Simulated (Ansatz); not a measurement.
A nudged elastic band was laid between two geometries of CH5BO2Si (10 atoms, charge 0, multiplicity 1).

Level of theory: RKS B3LYP-D4/cc-pVDZ (Ansatz).

| Property | Result |
| --- | --- |
| movable images | 9 |
| climbing image | yes |
| spring | 5.0 eV/Å² |
| optimiser | quadratic models (default) |
| start path | through a guess of the saddle point |
| force threshold | 0.05 eV/Å |
| iteration limit | 60 |
| end points | relaxed |

Image 0:

```xyz
10
Properties=species:S:1:pos:R:3
O -1.129 -1.051 1.241
C -1.465 -0.078 0.577
Si -0.171 0.818 -0.579
B 1.543 -0.279 -0.342
O 1.506 -1.323 0.504
H -2.530 0.271 0.662
H -0.109 2.243 -0.113
H -0.767 0.832 -1.957
H 2.586 -0.052 -0.909
H 0.618 -1.433 0.918
```

Image 10:

```xyz
10
Properties=species:S:1:pos:R:3
O -2.246 0.067 1.535
C -1.891 0.006 0.378
Si -0.251 0.850 -0.262
B 1.201 -0.576 -0.283
O 2.252 -0.439 0.559
H -2.504 -0.582 -0.368
H 0.040 2.021 0.620
H -0.524 1.310 -1.666
H 1.117 -1.539 -1.014
H 2.888 -1.169 0.503
```

(1) What changes between the two ends?

(2) Give the energies along the band, and the barrier.

The band took 60 iterations and of the order of 30 core-minutes.

## Answers

(1) No bond is made or broken.

(2) It did not converge within its limit. The highest image is number 4 of 0 to 10, 20.8 kcal/mol above the first end and 13.5 kcal/mol above the last; the last end lies 7.3 kcal/mol above the first. The band didn't meet its force threshold, so its energies are provisional: the largest band force was still 0.07 eV/Å, and over the last iterations the top stayed at 0.90 eV. Inner images lie below an end point, which means an intermediate or an end that isn't the lowest structure nearby.

```csv
image,path coordinate (Å),energy (kcal/mol)
0,0.00,0.0
1,0.54,0.1
2,1.07,2.0
3,1.61,8.4
4,2.14,20.8
5,3.48,7.7
6,4.82,7.5
7,6.15,7.9
8,7.48,7.0
9,8.81,7.3
10,10.13,7.3
```

Run time: 17 min on 2 threads of Intel(R) Xeon(R) Platinum 8488C (Sapphire Rapids), with other jobs on the host, peak memory 0.24 GiB.
